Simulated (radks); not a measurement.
Polarisability of the samarium ion Sm+, [Xe] 4f6 6s1, at imaginary frequency. All-electron calculation, scalar-relativistic Kohn-Sham, LDA (Slater exchange, VWN5 correlation), spin-unpolarised, spherical densities, finite nucleus; Fermi nuclear charge, rms radius 5.0819 fm. Program: a radial shooting solver on a logarithmic mesh with Libxc functionals. Response by self-consistent Sternheimer equations with the Hartree and adiabatic LDA kernel, the relativistic mass of each level held fixed and spin-orbit coupling left out.

w (hartree)  alpha1(iw) (bohr^3)
0.00266                    75.04
0.0143                     74.23
0.0360                     70.06
0.0697                     59.51
0.118                      43.83
0.186                      29.00
0.280                      18.71
0.413                      12.48
0.605                      8.633
0.892                      5.925
1.35                       3.797
2.12                       2.160
3.59                       1.047
6.94                      0.3963
17.5                     0.08940

Static values: alpha1 = 75.07 bohr^3 (11.12 angstrom^3; uncoupled 132.7). C6 = 661.8, triple-dipole C9 = 34010 atomic units. One-pole (London) frequency 4 C6 / (3 alpha1^2) = 0.157 hartree, against 0.319 for minus the highest occupied eigenvalue.
